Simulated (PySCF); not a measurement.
Sn(Cl)(SiH3), SMILES [SiH3][Sn][Cl] at its CAM-B3LYP/def2-SVP optimised geometry (Å):

```
6

Sn    -0.1780    -1.5900    -2.0916
Cl    -2.3806    -1.1066    -1.2735
Si     0.8864    -0.3137     0.0000
H      0.4270    -0.9525     1.2680
H      0.4277     1.1066     0.0000
H      2.3806    -0.3137     0.0000
```

Computed with PySCF 2.14.0 with CAM-B3LYP/def2-TZVP, def2 effective core potentials past Kr. The core electrons that the potentials of Sn replace are not part of the density. Cells within 0.4 Å of a nucleus heavier than hydrogen are left out (blank, or x).

Map of the HOMO−1 amplitude (bohr^(-3/2)) on the plane z = 0.0 Å; orbital energy -10.16 eV, overall sign arbitrary:

```
|2222222222222222222222222222222|
|2222222222222222222222222222222|
|2222222222222222222222222222222|
|2222222222222222222222222222222|
|2222222222222222222222222222222|
|2222222222222222222222222222222|
|2222222222222222222222222222222|
|2222222222222222222222222222222|
|2222222222222211111222222222222|
|2222222222222111111122222222222|
|2222222222222111011122222222222|
|2222222222222110001122222222222|
|2222222222222110001122332222222|
|2222222222222110001233333322222|
|2222222223222110001234444332222|
|211122233333221101x245665432222|
|11111223343322111xxx56796432222|
|111112234443321112x245675432222|
|1111112344443211011234544332222|
|1111112344443221111233333322222|
|1111112344433221111222332222222|
|1111112233333221111122222222222|
|1111112223332221111122222222222|
|2111112222222221111122222222222|
|2211112222222221111122222222222|
|2222222222222222111222222222222|
|2222222222222222222222222222222|
|2222222222222222222222222222222|
|2222222222222222222222222222222|
|2222222222222222222222222222222|
|2222222222222222222222222222222|
```
Scale: ten equal steps from -0.039 (start of '0') to 0.137 (end of '9'), in the order '0123456789'; x runs from -4.50 to 4.50, y from -4.50 (bottom) to 4.50 (top).
